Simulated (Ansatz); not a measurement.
`[AlH2][S][SiH3]` and `[AlH2][S][SnH3]` differ in one element.

Ansatz, PBE0-D4/def2-TZVP geometries, multiplicity 1. 

Elements past krypton have def2 core potentials.

| property | `[AlH2][S][SiH3]` |
| --- | --- |
| HOMO energy (PBE/def2-TZVPP) / eV | -6.64 |
| HOMO–LUMO gap (B3LYP/def2-TZVPP) / eV | 5.76 |
| zero-point energy (PBE0-D4/def2-TZVP) / kJ/mol | 107.0 |
| HOMO energy (B3LYP/def2-TZVPP) / eV | -7.53 |
| ideal-gas entropy at 298 K and 1 bar (rigid rotor, harmonic PBE0-D4/def2-TZVP) / J/(mol·K) | 331 |
| LUMO energy (B3LYP/def2-TZVPP) / eV | -1.77 |

Problem. Give the same properties after the change, and the shifts. (Best estimate.)

Solution. The calculation gave: 
```csv
property,`[AlH2][S][SnH3]`,shift
HOMO energy (PBE/def2-TZVPP) / eV,-6.48,0.16
HOMO–LUMO gap (B3LYP/def2-TZVPP) / eV,5.74,-0.02
zero-point energy (PBE0-D4/def2-TZVP) / kJ/mol,94.8,-12.2
HOMO energy (B3LYP/def2-TZVPP) / eV,-7.36,0.17
"ideal-gas entropy at 298 K and 1 bar (rigid rotor, harmonic PBE0-D4/def2-TZVP) / J/(mol·K)",355,24
LUMO energy (B3LYP/def2-TZVPP) / eV,-1.61,0.16
```

Modes under 60 cm⁻¹, often nearly free rotors, make the harmonic entropy too high.

B3LYP here is the variant with VWN-RPA as its local correlation; programs differ in this.
